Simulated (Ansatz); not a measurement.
`C=C[SiH](F)S[SiH2]Cl` + H₂ → `F[SiH2]S[SiH2]Cl` + `C=C`  (hydrogenolysis of the Si–C bond)

Program: Ansatz. Geometries: PBE0-D4/def2-TZVP. ΔE: electronic, gas phase. CCSD(T)/CBS is the MP2 limit (def2-TZVPP, def2-QZVPP) plus CCSD(T) − MP2 in def2-TZVPP, frozen cores. This one scheme is used for every species. Functionals use def2-TZVPP. One conformer a species, not always the lowest.

Question: Is it downhill or uphill in electronic energy at CCSD(T)/CBS, and by how much? (Estimate.)

Answer: Computed: Downhill: ΔE = -1.1 kcal/mol.

Question: What do these levels give: PBE-D4, PBE0-D4, SCS-MP2/def2-TZVPP, SCS-MP2/def2-QZVPP, MP2/CBS(def2), CCSD/CBS(def2)? (An estimate is asked.)

Answer: Computed: PBE-D4 0.1, PBE0-D4 -0.7, SCS-MP2/def2-TZVPP -1.7, SCS-MP2/def2-QZVPP -1.5, MP2/CBS(def2) 0.7, CCSD/CBS(def2) -2.6 kcal/mol.

Largest T1 diagnostic among the species: 0.011.

In def2-TZVPP, CCSD(T) changes the Hartree–Fock value by +6.8 kcal/mol (the triples alone add +1.5 kcal/mol) and MP2 by +8.7 kcal/mol. The D4 term adds +4.5 kcal/mol with B3LYP and +2.6 kcal/mol with PBE0; it sums over pairs of atoms, weighted by their polarisabilities, and B3LYP, whose exchange is more repulsive, gets the larger term.

B3LYP here is the variant with VWN-RPA as its local correlation; programs differ in this.
